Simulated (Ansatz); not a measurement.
`C#CB(F)F` + CH₃NH₂ → `CNB(F)F` + `C#C` at 600 K and 1 bar (ligand exchange at a B–C bond).

Program: Ansatz. Geometries: PBE0-D4/def2-TZVP. ΔE: electronic, gas phase. CCSD(T)/CBS adds triple-zeta CCSD(T) − MP2 to the extrapolated MP2 energy (def2 sets, frozen cores). This one scheme is used for every species. One conformer a species, not always the lowest.

```tsv
species	CCSD(T)/CBS energy (Eh)	H − E (kJ/mol)	S (J/(mol·K))
`C#CB(F)F`	-301.15247	117.8	353.9
CH₃NH₂	-95.75281	199.3	283.8
`CNB(F)F`	-319.70892	221.3	385.2
`C#C`	-77.22717	96.2	235.4
```

H − E and S are ideal-gas, rigid-rotor, harmonic terms from PBE0-D4/def2-TZVP, for one conformer and one mirror image of each species. 1 Eh = 2625.50 kJ/mol, R = 8.31446 J/(mol·K).

By hand: ΔE, ΔH, ΔS and ΔG.

ΔE = (-319.70892) + (-77.22717) − (-301.15247) − (-95.75281) = -0.03081 Eh = -80.9 kJ/mol. Δ(H − E) = 221.3 + 96.2 − 117.8 − 199.3 = 0.4, so ΔH = -80.5 kJ/mol. ΔS = 385.2 + 235.4 − 353.9 − 283.8 = -17.1 J/(mol·K). ΔG = -80.5 − 600 × (-17.1)/1000 = -70.2 kJ/mol.

By hand: the equilibrium constant, and the temperature at which ΔG would vanish if ΔH and ΔS stayed fixed.

log₁₀ K = −ΔG/(RT ln 10) = 6.1. ΔG = 0 at ΔH/ΔS = 4708 K, far beyond where these terms or the molecules hold.

ΔH outweighs TΔS. A doubt of 5 kJ/mol in ΔE shifts log₁₀ K by 0.4 here. Other conformers and mirror images would add mixing entropy, several J/(mol·K) or more a flexible species. These are equilibria of isolated gas molecules and say nothing of rates. Largest T1 diagnostic: 0.014 (customary marks: 0.02 for closed shells, 0.045 for open ones).
